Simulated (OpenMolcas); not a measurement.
Consider [Cu2(μ-OH)2(Cl)4]2-, a planar model complex in vacuum (2 bridging OH, bridge angle 88°, metal-metal distance 2.71 Å, Cu–OH 1.95 Å; typed geometry, not optimised).

```xyz
10

Cu    -1.3567     0.0000     0.0000
Cu     1.3567     0.0000     0.0000
O      0.0000     1.4049     0.0000
H      0.0000     2.3649     0.0000
O      0.0000    -1.4049     0.0000
H      0.0000    -2.3649     0.0000
Cl    -3.0042     1.6476     0.0000
Cl    -3.0042    -1.6476     0.0000
Cl     3.0042     1.6476     0.0000
Cl     3.0042    -1.6476     0.0000
```

Give the energies of the total-spin states at CASSCF(2,2) on the singly occupied d orbitals (ANO-RCC-VDZP on Cu, O, Cl and ANO-RCC-VDZ on H, scalar-relativistic DKH2, RICD, no spin-orbit coupling, OpenMolcas), and the exchange constant.

Local spins 1/2 and 1/2.

```tsv
total S	E (cm⁻¹)	natural occupations, lowest and highest
1	0.0	1.000, 1.000
0	27.7	0.997, 1.003
```

J = 13.9 cm⁻¹ (ferromagnetic).

J is defined by H = −2J S1·S2, so negative values are antiferromagnetic. Wave-function values come from the highest and lowest total spin; broken-symmetry values use Yamaguchi's formula with the computed ⟨S²⟩. The active space holds the singly occupied metal orbitals alone, without bridging-ligand orbitals. No row is a measured value.
